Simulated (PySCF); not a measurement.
Compound: SnHMe2I, C₂H₇ISn.
Bonds: Sn1–C3, Sn1–C7, Sn1–I11. Hydrogens: H2 on Sn1; H4, H5, H6 on C3; H8, H9, H10 on C7.

A GFN2-xTB structure was refined with PBE0-D3(BJ)/def2-SVP geometry optimisation, gas phase, def2 core potentials past Kr in PySCF 2.14.0. Its GFN2-xTB values:

```json
{"coordinate": "Sn1–H2", "GFN2-xTB": "1.697 Å"}
{"coordinate": "Sn1–C3", "GFN2-xTB": "2.079 Å"}
{"coordinate": "Sn1–C7", "GFN2-xTB": "2.258 Å"}
{"coordinate": "Sn1–I11", "GFN2-xTB": "2.666 Å"}
{"coordinate": "C3–H4", "GFN2-xTB": "1.194 Å"}
{"coordinate": "Sn1–C3–H4", "GFN2-xTB": "115.9°"}
{"coordinate": "H2–Sn1–C3", "GFN2-xTB": "117.3°"}
{"coordinate": "H2–Sn1–I11", "GFN2-xTB": "103.4°"}
{"coordinate": "C3–Sn1–C7", "GFN2-xTB": "112.4°"}
{"coordinate": "C3–Sn1–I11", "GFN2-xTB": "109.0°"}
{"coordinate": "H4–C3–H5", "GFN2-xTB": "106.9°"}
```

**Question.** How do these coordinates change at the PBE0-D3(BJ)/def2-SVP level?

**Answer.** 
| coordinate | PBE0-D3(BJ)/def2-SVP (Å or °) | change |
| --- | --- | --- |
| Sn1–C7 | 2.144 | -0.114 |
| C3–H4 | 1.100 | -0.094 |
| Sn1–C3 | 2.144 | +0.065 |
| Sn1–I11 | 2.717 | +0.051 |
| Sn1–H2 | 1.717 | +0.020 |
| Sn1–C3–H4 | 110.0 | -5.9 |
| H2–Sn1–C3 | 112.4 | -4.9 |
| C3–Sn1–I11 | 105.9 | -3.1 |
| H2–Sn1–I11 | 105.9 | +2.5 |
| H4–C3–H5 | 109.4 | +2.5 |
| C3–Sn1–C7 | 113.3 | +0.9 |

The energy falls by 0.459 eV over 8 energy and gradient evaluations, the largest force component goes from 0.0582 to 1.7e-04 Eh/bohr, and the atoms move by 0.074 Å rms after alignment. The bond that changes most is Sn1–C7 (ends: tin bonded to 2 C, I and H; carbon bonded to Sn and 3 H), which shortens by 0.114 Å. Bonds longer at the end by more than 0.005 Å: 8 of 10; shorter: 2. Rotational constants go from 3683, 858.0, 758.3 to 3748, 835.7, 744.2 MHz.

The run used 115 basis functions and 48 SCF cycles in all.

Whether it is a minimum is left open (no frequencies).
